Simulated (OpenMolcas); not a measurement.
**W+: thermal populations, worked from levels**

```json
{
 "Program": "OpenMolcas",
 "Basis": "ANO-RCC-VTZP [8s7p5d3f2g1h]",
 "Scalar Hamiltonian": "DKH2, point nucleus",
 "Active space": "5 electrons in 6 orbitals (5d 6s)",
 "State averaging": "2S+1 = 6 even, 6 roots; 2S+1 = 4 even, 81 roots; 2S+1 = 2 even, 130 roots (113 in the spin-orbit step)",
 "Spin-orbit coupling": "state interaction with AMFI integrals over the reference wave functions, term energies averaged over their components"
}
```

Methods: CASSCF; MS-CASPT2, IPEA 0.25 Eh, imaginary shift 0.1 Eh (closed shells correlated: 5s 5p). Measured levels: NIST Handbook of Basic Atomic Spectroscopic Data.

**Thermal populations.** Z = Σ (2J + 1) exp(-E/kT) with k = 0.695035 cm-1/K, over the levels below. No other level of either list lies under 8660 cm-1, which is above 7 kT at each temperature.

| Level | 2J + 1 | MS-CASPT2 | measured |
| --- | --- | --- | --- |
| 5d4 6s 6D 1/2 | 2 | 0.0 | 0.0 |
| 5d4 6s 6D 3/2 | 4 | 1549 | 1519 |
| 5d4 6s 6D 5/2 | 6 | 3250 | 3172 |
| 5d4 6s 6D 7/2 | 8 | 4770 | 4716 |
| 5d4 6s 6D 9/2 | 10 | 6110 | 6147 |
| 5d5 6S 5/2 | 6 | 7830 | 7420 |

```csv
T (K),"Z, MS-CASPT2","Z, measured levels","Ground level (%), MS-CASPT2","Ground level (%), measured levels"
1000,2.497,2.523,80.1,79.3
```

At 1000 K, kT = 695 cm-1, and the computed levels give Z = 2.000 + 0.431 + 0.056 + 0.008 + 0.002 + 0.000 = 2.497.

Some high roots are left out of the spin-orbit mixing, which shifts the levels that they would mix with. Configurations are named by rounded mean occupations; where the s occupation lies near a half they are strongly mixed, a name can repeat and a true partner stay unpaired. A single d shell beside an s shell can misplace configurations of different d count against each other. Without dynamic correlation excited terms often stand tens of per cent too high (terms of higher spin than the ground term too low), and those without a measured partner can miss by more than the paired ones (holds for CASSCF). Blocks of more than 70 roots (2S+1 = 4 even, 2 even) ran without multistate coupling (holds for MS-CASPT2). Measured partners are found by configuration, term and J. A level has none where our copy of the source lacks it or the pairing is in doubt (some pairs that miss far off the trend of their configuration count as doubtful), and it then counts in no deviation. Levels of configurations outside the active space are missing.
